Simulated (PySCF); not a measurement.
Computed IR spectrum (relative IR intensity) of a molecule C3H4F2O. Coordinates come from a PBE-D3(BJ)/def2-SVP optimisation. Other conformers were not sampled. All values below come from PBE-D3(BJ)/def2-SVP in PySCF. Harmonic, unscaled wavenumbers; measured fundamentals usually lie a few per cent lower.

```json
[
 {"ν (cm⁻¹)": "243", "relative intensity": "2.0"},
 {"ν (cm⁻¹)": "576", "relative intensity": "3.2"},
 {"ν (cm⁻¹)": "733", "relative intensity": "7.8"},
 {"ν (cm⁻¹)": "875", "relative intensity": "12"},
 {"ν (cm⁻¹)": "1016", "relative intensity": "18"},
 {"ν (cm⁻¹)": "1152", "relative intensity": "9.0"},
 {"ν (cm⁻¹)": "1166", "relative intensity": "25"},
 {"ν (cm⁻¹)": "1261", "relative intensity": "100"},
 {"ν (cm⁻¹)": "1289", "relative intensity": "26"},
 {"ν (cm⁻¹)": "1408", "relative intensity": "2.6"},
 {"ν (cm⁻¹)": "1421", "relative intensity": "8.2"},
 {"ν (cm⁻¹)": "1427", "relative intensity": "5.3"},
 {"ν (cm⁻¹)": "1766", "relative intensity": "14"},
 {"ν (cm⁻¹)": "2953", "relative intensity": "13"},
 {"ν (cm⁻¹)": "3045", "relative intensity": "6.0"},
 {"ν (cm⁻¹)": "3103", "relative intensity": "2.6"},
 {"ν (cm⁻¹)": "3162", "relative intensity": "2.3"}
]
```

**Question.** Identify the compound among the candidates.
(A) CC(=O)C(F)F
(B) O[C@H]1CC1(F)F
(C) CO/C(F)=C/F
(D) FC1(F)CCO1

**Answer.** C, CO/C(F)=C/F
